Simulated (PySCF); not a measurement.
Computed shifts of a molecule C2H10GeSi, PBE/pcSseg-1 run with PySCF, GIAO, gas phase, equivalent atoms averaged, in ppm (number of nuclei): ²⁹Si: -31.5 (1). ¹³C: -1.0 (2). ¹H: 4.77 (1), 3.70 (3), 0.63 (6). References: ²⁹Si against TMS (σ = 335.4 ppm); ¹³C against TMS (σ = 182.0 ppm); ⁷³Ge against GeH4 (σ = 1614.4 ppm); ¹H against TMS (σ = 31.49 ppm), references at their B3LYP-D3(BJ)/def2-TZVP geometries, non-relativistic. Coordinates come from a PBE0-D3(BJ)/def2-SVP optimisation. Other conformers were not sampled.

Question: Identify the compound among the candidates.
(A) C[C@@H]([SiH3])[GeH3]
(B) C[SiH](C)[GeH3]
(C) [CH3][GeH]([CH3])[SiH3]
(D) C[SiH2][CH2][GeH3]

Answer: B, C[SiH](C)[GeH3]
